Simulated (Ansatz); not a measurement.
Mg4O4. Charge 0, multiplicity 1. Geometry relaxed at PBE-D4/def2-SVP.

```xyz
8

Mg    1.8074   -1.2258    0.4881
Mg    1.1060    1.8589    0.5730
Mg   -1.1060   -1.8589   -0.5730
Mg   -1.8074    1.2258   -0.4882
O     2.3262    0.5055    0.8476
O    -0.5600    2.4632    0.0676
O    -2.3264   -0.5056   -0.8471
O     0.5601   -2.4632   -0.0680
```

The structure comes from a short search, and lower isomers may exist.

Task: Estimate the harmonic wavenumbers at RKS PBE-D4/def2-SVP (Ansatz, unscaled). Is this a minimum?

Result: 84, 87, 99, 105, 189, 189, 215, 215, 243, 276, 419, 509, 509, 691, 696, 830, 830, 851 cm⁻¹. Yes, no mode is imaginary beyond noise. Zero-point energy 42.1 kJ/mol. Hardware: 4 threads of Arm Neoverse V2 on a shared host. Wall time 46 s.
